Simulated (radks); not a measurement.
Results of a calculation; reference values are marked as such.
Dipole-allowed excitations along the series with 79 electrons in [Xe] 4f14 5d10 6s1. Code: a radial shooting solver on a logarithmic mesh with Libxc functionals. Model: scalar-relativistic Kohn-Sham, exchange-only LDA, spin-polarised, spherical densities, finite nucleus; open shells are filled with parallel spins first (spin-orbit coupling, left out, can overturn this in heavy ions); Fermi nuclear charge, rms radius of each element as measured or else 0.836 A^(1/3) + 0.57 fm. Time-dependent linear response with the Hartree and adiabatic exchange-only LDA kernel, continuum included through the Sternheimer equations, no spin-orbit coupling, so fine structure and intercombination lines are absent. Lines are the poles of the dipole polarisability below minus the highest occupied eigenvalue, found on a grid refined at the orbital gaps; the lowest seven at most are given, and weak or close lines can be missed. The first line takes the name of the lowest orbital gap if no other gap lies below it; otherwise a line is named after a gap within 0.6 % of it, if that gap stands alone.

species  -e(HOMO) (eV)  lowest orbital gap (eV)  first line (eV)      f  strongest line (eV)  its f  static alpha (bohr^3)
Tl2+            25.061              6s-6p 9.251    9.511 (6s-6p)  0.664  17.597 (unassigned)  0.951                  12.19
Pb3+            37.187             6s-6p 11.305   11.672 (6s-6p)  0.726  23.902 (unassigned)   1.05                  8.513
Bi4+            50.633             6s-6p 13.376   13.831 (6s-6p)  0.770  30.622 (unassigned)   1.11                  6.313
